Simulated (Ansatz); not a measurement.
Input file for Ansatz (a quantum-chemistry and plane-wave program): R-wB97M-V/def2-TZVPP on BClH4Si (SMILES [SiH3]BCl), a point of a torsion scan.

Ansatz 0.2 input:
```yaml
crystal:
  periodic: [false, false, false]
  atoms:
    - {symbol: Si, position_ang: [-0.81684282, -0.06472950, 0.09103912]}
    - {symbol: B, position_ang: [1.10341508, 0.38761607, -0.03077896]}
    - {symbol: Cl, position_ang: [2.30147598, -0.70259923, 0.47029956]}
    - {symbol: H, position_ang: [-1.55102633, 0.87466617, 0.95066869]}
    - {symbol: H, position_ang: [-1.48391732, -0.00217146, -1.21704839]}
    - {symbol: H, position_ang: [-1.09492298, -1.40309198, 0.62403902]}
    - {symbol: H, position_ang: [1.49638298, 1.41698471, -0.44768672]}
basis:
  gaussian:
    orbitals: def2-TZVPP
hamiltonian:
  xc: {name: wB97M-V}
scf: {lower_state_search: off}
```

Output:

```
WARN ansatz: RAYON_NUM_THREADS=1 ignored (pool sized by the plan → 1); use --threads N
Functional definition: wB97M-V
these checks for a lower state are left out or cut short: stability, starts, cluster_reference, orbital_swaps, neighbouring_geometries, increment
integrals: 0.11 GiB planned
1006 factors; their error is unknown
integrals: 0.15 GiB planned
223 factors; integrals over basis functions are off by at most 2.6e-5 eV
mean field: 0.90 GiB planned
mean field evaluation 1: about -21140.3789 eV, gradient 1.1e1 eV
mean field evaluation 2: about -21140.7668 eV, gradient 3.2e0 eV
mean field evaluation 4: about -21140.8007 eV, gradient 3.0e-1 eV
mean field evaluation 8: about -21140.8234 eV, gradient 2.3e-1 eV
mean field evaluation 16: about -21140.8234 eV, gradient 5.3e-6 eV
mean field -21140.82341777 eV, -776.9109308384 hartree, gradient 5.3e-6 eV, S^2 0.000000; 0 other end points of the search recorded, 0 dependent functions left out
reference -21140.82346734 eV, -776.9109326600 hartree; 20, 20 occupied and 151, 151 virtual orbitals, 1006 factors
Total energy: -21140.82346734 eV, -776.9109326600 hartree
Checks for a lower state left out: stability, starts, cluster_reference, orbital_swaps, neighbouring_geometries, increment
```

The calculation finished and met its thresholds.

Cost: roughly 4 core-seconds.
